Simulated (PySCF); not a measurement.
Simulation results for CH8BNSi, Al2H4NO, AlBClH4N, AlBFHO and others

All values are calculated (PySCF 2.14.0). Calculation on a computer-drawn molecule: the log of a Hartree-Fock and frozen-core CCSD(T) single point meant for a local Hartree-Fock minimum, with one planted fault or none, to be diagnosed. Offsets are logged minus clean, where the clean run is the same molecule without the fault. The reference is restricted for singlets and unrestricted otherwise, and also for a bond in bohr or an excited solution. Adding or removing an electron swaps singlet and doublet. The excited solution moves the top pair (singlet) or top alpha electron (doublet) to the lowest empty orbital. Highest occupied and lowest empty are orbital energies over both spins, largest force is the largest gradient component, triples share is (T) over the correlation energy, the T1 limit is 0.02 restricted and 0.045 unrestricted, electrons count all cores, a negative frequency is imaginary (commonest isotopes), and the dipole is about the centre of nuclear charge.

Common to all runs: logged SCF converged yes; logged CC converged yes; logged SCF stable within its kind yes; possible faults no fault, one electron removed, one electron added, multiplicity raised by two, geometry at a saddle point, SCF held on an excited solution, minimal basis STO-3G, one bond length entered in bohr, all coordinates scaled.

(1) 
```xyz
12
formula=CH8BNSi meant_charge=0 meant_multiplicity=1 meant_basis=cc-pV(D+d)Z logged_electrons=40 logged_basis_functions=105 logged_spin_squared=0 logged_highest_occupied=-11.319 logged_lowest_empty=3.9663 logged_largest_force=1.291e-05 logged_lowest_frequency=91.445 logged_T1_diagnostic=0.01184 logged_D1_diagnostic=0.043219 logged_triples_share=0.026361 logged_dipole_magnitude=0.75142 logged_energy_HF=-410.66972 logged_energy_CCSD(T)=-411.24761 planted_fault=no_fault HF_energy_offset_from_clean_run=0 CCSD(T)_energy_offset_from_clean_run=0
C      0.4071    -0.0204     1.0875
B      0.1236     0.9870    -0.1012
N     -0.9598     1.8950    -0.1180
Si    -2.2112     2.1573     1.0715
H      1.4097     0.1606     1.4911
H     -0.3010     0.0196     1.9196
H      0.4173    -1.0472     0.7046
H      0.8669     0.9903    -1.0523
H     -1.0207     2.4759    -0.9334
H     -3.0867     3.2267     0.5419
H     -1.6514     2.5872     2.3715
H     -3.0171     0.9379     1.2986
```

Units: logged_highest_occupied, logged_lowest_empty in eV; logged_largest_force in hartree/bohr; logged_lowest_frequency in cm⁻¹; logged_dipole_magnitude in debye; logged_energy_HF, logged_energy_CCSD(T) in hartree; HF_energy_offset_from_clean_run, CCSD(T)_energy_offset_from_clean_run in kcal/mol.

Drawn bonds:
| atom | other atom | order |
| --- | --- | --- |
| 1 | 2 | 1 |
| 2 | 3 | 1 |
| 3 | 4 | 1 |
| 1 | 5 | 1 |
| 1 | 6 | 1 |
| 1 | 7 | 1 |
| 2 | 8 | 1 |
| 3 | 9 | 1 |
| 4 | 10 | 1 |
| 4 | 11 | 1 |
| 4 | 12 | 1 |

(2) 
```xyz
8
formula=Al2H4NO meant_charge=0 meant_multiplicity=2 meant_basis=cc-pV(D+d)Z logged_electrons=45 logged_basis_functions=94 logged_spin_squared=0.7523 logged_highest_occupied=-8.1406 logged_lowest_empty=1.5316 logged_largest_force=0.021889 logged_T1_diagnostic=0.015763 logged_D1_diagnostic=0.042539 logged_triples_share=0.022406 logged_dipole_magnitude=1.2292 logged_energy_HF=-615.60246 logged_energy_CCSD(T)=-616.10607 planted_fault=all_coordinates_scaled,by_-2.2_% HF_energy_offset_from_clean_run=2.596 CCSD(T)_energy_offset_from_clean_run=4.95
N      1.6817    -1.9400    -1.0580
Al     1.0193    -0.5349    -0.2975
O     -0.0096    -0.7285     0.9791
Al    -1.0377    -0.8552     2.2521
H      2.2988    -1.9265    -1.8198
H      1.4988    -2.8683    -0.7951
H     -0.4661    -0.8811     3.6852
H     -2.5558    -0.9481     1.9909
```

Units: logged_highest_occupied, logged_lowest_empty in eV; logged_largest_force in hartree/bohr; logged_dipole_magnitude in debye; logged_energy_HF, logged_energy_CCSD(T) in hartree; HF_energy_offset_from_clean_run, CCSD(T)_energy_offset_from_clean_run in kcal/mol.

Drawn bonds:
| atom | other atom | order |
| --- | --- | --- |
| 1 | 2 | 1 |
| 2 | 3 | 1 |
| 3 | 4 | 1 |
| 1 | 5 | 1 |
| 1 | 6 | 1 |
| 4 | 7 | 1 |
| 4 | 8 | 1 |

(3) 
```xyz
8
formula=AlBClH4N meant_charge=0 meant_multiplicity=1 meant_basis=cc-pV(D+d)Z logged_electrons=46 logged_basis_functions=94 logged_spin_squared=0.935 logged_highest_occupied=-7.9532 logged_lowest_empty=0.65329 logged_largest_force=0.018327 logged_T1_diagnostic=0.021931 logged_D1_diagnostic=0.090708 logged_triples_share=0.026916 logged_dipole_magnitude=3.2003 logged_energy_HF=-782.86994 logged_energy_CCSD(T)=-783.35991 planted_fault=one_bond_length_entered_in_bohr,row_2_of_the_drawn_bonds HF_energy_offset_from_clean_run=56.28 CCSD(T)_energy_offset_from_clean_run=72.26
N     -0.6562     0.6015     0.2883
B     -1.2187    -0.6378     0.5520
Al    -4.1920    -2.6932    -1.3109
Cl    -0.5182    -1.5233     1.9862
H     -0.9514     1.1852    -0.4657
H      0.0827     0.9903     0.8408
H     -5.7076    -2.5036    -0.8854
H     -3.8622    -3.7563    -2.4399
```

Units: logged_highest_occupied, logged_lowest_empty in eV; logged_largest_force in hartree/bohr; logged_dipole_magnitude in debye; logged_energy_HF, logged_energy_CCSD(T) in hartree; HF_energy_offset_from_clean_run, CCSD(T)_energy_offset_from_clean_run in kcal/mol.

Drawn bonds:
| atom | other atom | order |
| --- | --- | --- |
| 1 | 2 | 1 |
| 2 | 3 | 1 |
| 2 | 4 | 1 |
| 1 | 5 | 1 |
| 1 | 6 | 1 |
| 3 | 7 | 1 |
| 3 | 8 | 1 |

(4) 
```xyz
5
formula=AlBFHO meant_charge=0 meant_multiplicity=1 meant_basis=cc-pV(D+d)Z logged_electrons=36 logged_basis_functions=70 logged_spin_squared=0 logged_highest_occupied=-12.79 logged_lowest_empty=-0.07616 logged_largest_force=0.13351 logged_T1_diagnostic=0.024027 logged_D1_diagnostic=0.064758 logged_triples_share=0.030416 logged_dipole_magnitude=3.8039 logged_energy_HF=-441.58215 logged_energy_CCSD(T)=-442.13295 planted_fault=all_coordinates_scaled,by_+8.9_% HF_energy_offset_from_clean_run=24.37 CCSD(T)_energy_offset_from_clean_run=14.52
O      2.0716     0.5189    -2.4315
B      0.9539     0.2376    -1.8472
Al    -1.0682    -0.2593    -0.8438
F     -0.9886    -0.6256     0.9117
H     -2.5660    -0.2953    -1.6446
```

Units: logged_highest_occupied, logged_lowest_empty in eV; logged_largest_force in hartree/bohr; logged_dipole_magnitude in debye; logged_energy_HF, logged_energy_CCSD(T) in hartree; HF_energy_offset_from_clean_run, CCSD(T)_energy_offset_from_clean_run in kcal/mol.

Drawn bonds:
| atom | other atom | order |
| --- | --- | --- |
| 1 | 2 | 2 |
| 2 | 3 | 1 |
| 3 | 4 | 1 |
| 3 | 5 | 1 |

Notes: T1 above single-reference limit.

(5) 
```xyz
6
formula=BClH3Si meant_charge=-1 meant_multiplicity=1 meant_basis=aug-cc-pV(D+d)Z logged_electrons=40 logged_basis_functions=114 logged_spin_squared=0 logged_highest_occupied=-1.6554 logged_lowest_empty=3.8958 logged_largest_force=2.711e-05 logged_lowest_frequency=-229.61 logged_T1_diagnostic=0.015883 logged_D1_diagnostic=0.052026 logged_triples_share=0.038673 logged_dipole_magnitude=1.989 logged_energy_HF=-774.88642 logged_energy_CCSD(T)=-775.31245 planted_fault=geometry_at_a_saddle_point HF_energy_offset_from_clean_run=1.622 CCSD(T)_energy_offset_from_clean_run=0.5737
Si     0.9471    -0.0589     0.0000
B     -0.9328    -0.1049     0.0000
Cl    -2.0118     1.4205     0.0000
H      1.7733    -1.2962     0.0000
H      1.8024     1.1573     0.0000
H     -1.5782    -1.1178     0.0000
```

Units: logged_highest_occupied, logged_lowest_empty in eV; logged_largest_force in hartree/bohr; logged_lowest_frequency in cm⁻¹; logged_dipole_magnitude in debye; logged_energy_HF, logged_energy_CCSD(T) in hartree; HF_energy_offset_from_clean_run, CCSD(T)_energy_offset_from_clean_run in kcal/mol.

Drawn bonds:
| atom | other atom | order |
| --- | --- | --- |
| 1 | 2 | 1 |
| 2 | 3 | 1 |
| 1 | 4 | 1 |
| 1 | 5 | 1 |
| 2 | 6 | 1 |

(6) 
```xyz
9
formula=CH5BNSi meant_charge=1 meant_multiplicity=1 meant_basis=cc-pV(D+d)Z logged_electrons=35 logged_basis_functions=90 logged_spin_squared=0.7642 logged_highest_occupied=-23.738 logged_lowest_empty=-12.778 logged_largest_force=0.10098 logged_T1_diagnostic=0.017594 logged_D1_diagnostic=0.056659 logged_triples_share=0.028869 logged_dipole_magnitude=4.2365 logged_energy_HF=-408.0589 logged_energy_CCSD(T)=-408.52025 planted_fault=one_electron_removed HF_energy_offset_from_clean_run=328.9 CCSD(T)_energy_offset_from_clean_run=368.6
C     -1.1887     0.3495    -0.1288
Si    -1.3832     1.0439     1.5520
B     -2.2152     2.7895     1.9291
N     -2.7301     3.8676     2.1514
H     -1.6858    -0.6270    -0.1665
H     -0.1226     0.1691    -0.3120
H     -1.5924     1.0027    -0.9014
H     -0.8930     0.2629     2.6892
H     -3.1496     4.7472     2.3390
```

Units: logged_highest_occupied, logged_lowest_empty in eV; logged_largest_force in hartree/bohr; logged_dipole_magnitude in debye; logged_energy_HF, logged_energy_CCSD(T) in hartree; HF_energy_offset_from_clean_run, CCSD(T)_energy_offset_from_clean_run in kcal/mol.

Drawn bonds:
| atom | other atom | order |
| --- | --- | --- |
| 1 | 2 | 1 |
| 2 | 3 | 1 |
| 3 | 4 | 2 |
| 1 | 5 | 1 |
| 1 | 6 | 1 |
| 1 | 7 | 1 |
| 2 | 8 | 1 |
| 4 | 9 | 1 |

(7) 
```xyz
6
formula=BClH2OSi meant_charge=0 meant_multiplicity=1 meant_basis=cc-pV(D+d)Z logged_electrons=46 logged_basis_functions=84 logged_spin_squared=2.0177 logged_highest_occupied=-8.0429 logged_lowest_empty=-0.023876 logged_largest_force=0.021479 logged_T1_diagnostic=0.022852 logged_D1_diagnostic=0.10316 logged_triples_share=0.028433 logged_dipole_magnitude=2.6017 logged_energy_HF=-849.16702 logged_energy_CCSD(T)=-849.68793 planted_fault=multiplicity_raised_by_two HF_energy_offset_from_clean_run=13.24 CCSD(T)_energy_offset_from_clean_run=24.79
O     -0.8958     1.6859    -1.6731
B     -0.9708     0.3414    -1.5847
Si     0.2061    -1.0776    -2.5495
Cl    -1.1669    -1.3499    -4.1433
H     -0.2392     2.0274    -2.2601
H     -1.8202    -0.0766    -0.8349
```

Units: logged_highest_occupied, logged_lowest_empty in eV; logged_largest_force in hartree/bohr; logged_dipole_magnitude in debye; logged_energy_HF, logged_energy_CCSD(T) in hartree; HF_energy_offset_from_clean_run, CCSD(T)_energy_offset_from_clean_run in kcal/mol.

Drawn bonds:
| atom | other atom | order |
| --- | --- | --- |
| 1 | 2 | 1 |
| 2 | 3 | 1 |
| 3 | 4 | 1 |
| 1 | 5 | 1 |
| 2 | 6 | 1 |

(8) 
```xyz
9
formula=B2H5OSi meant_charge=0 meant_multiplicity=2 meant_basis=cc-pV(D+d)Z logged_electrons=37 logged_basis_functions=90 logged_spin_squared=1.6685 logged_highest_occupied=-8.6656 logged_lowest_empty=0.90767 logged_largest_force=0.028878 logged_T1_diagnostic=0.056939 logged_D1_diagnostic=0.32441 logged_triples_share=0.033307 logged_dipole_magnitude=0.48955 logged_energy_HF=-415.94101 logged_energy_CCSD(T)=-416.42011 planted_fault=one_bond_length_entered_in_bohr,row_1_of_the_drawn_bonds HF_energy_offset_from_clean_run=102.7 CCSD(T)_energy_offset_from_clean_run=112.2
B     -0.8397    -0.4183    -1.1900
O      0.0873    -2.0444     0.5701
B     -0.0347    -2.0385     1.9320
Si    -1.1772    -0.7790     3.0274
H     -0.6491    -0.6776    -2.3434
H     -1.4337     0.5701    -0.8536
H      0.6461    -2.8301     2.5276
H     -1.4285    -1.2342     4.4137
H     -2.3876    -0.1447     2.4599
```

Units: logged_highest_occupied, logged_lowest_empty in eV; logged_largest_force in hartree/bohr; logged_dipole_magnitude in debye; logged_energy_HF, logged_energy_CCSD(T) in hartree; HF_energy_offset_from_clean_run, CCSD(T)_energy_offset_from_clean_run in kcal/mol.

Drawn bonds:
| atom | other atom | order |
| --- | --- | --- |
| 1 | 2 | 1 |
| 2 | 3 | 1 |
| 3 | 4 | 1 |
| 1 | 5 | 1 |
| 1 | 6 | 1 |
| 3 | 7 | 1 |
| 4 | 8 | 1 |
| 4 | 9 | 1 |

Notes: T1 above single-reference limit.
